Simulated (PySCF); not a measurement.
Ligands exchanged one at a time, Si OH-C2H5. Gas-phase values, no solvent. One relaxed conformer stands for each flexible species; it need not be the lowest. Strings in code marks are SMILES.

The HOMO–LUMO gap from two functionals at the same geometries (B3LYP-D3(BJ)/def2-SVP), both in PySCF: PBE-D3(BJ)/def2-TZVP and B3LYP-D3(BJ)/def2-TZVP. B3LYP has the VWN-RPA correlation part, as in Gaussian. 

```json
[
 {"species": "0 of 4 OH replaced by C2H5", "B3LYP-D3(BJ)/def2-TZVP (eV)": "8.83"},
 {"species": "1 of 4 OH replaced by C2H5 (`C(C)[Si](O)(O)O`)", "B3LYP-D3(BJ)/def2-TZVP (eV)": "8.26"},
 {"species": "3 of 4 OH replaced by C2H5", "B3LYP-D3(BJ)/def2-TZVP (eV)": "7.66"},
 {"species": "4 of 4 OH replaced by C2H5 (`CC[Si](CC)(CC)CC`)", "B3LYP-D3(BJ)/def2-TZVP (eV)": "8.08"}
]
```

### Question
What does PBE-D3(BJ)/def2-TZVP give for each?

### Answer

- 0 of 4 OH replaced by C2H5: 6.82
- 1 of 4 OH replaced by C2H5 (`C(C)[Si](O)(O)O`): 6.53
- 3 of 4 OH replaced by C2H5: 5.99
- 4 of 4 OH replaced by C2H5 (`CC[Si](CC)(CC)CC`): 6.52
Over these rows, drawn at random from the members with no instability flagged (it was tested for open shells, ions and some series alone), PBE minus B3LYP-D3(BJ): mean -1.74 eV, from -2.01 eV to -1.56 eV.
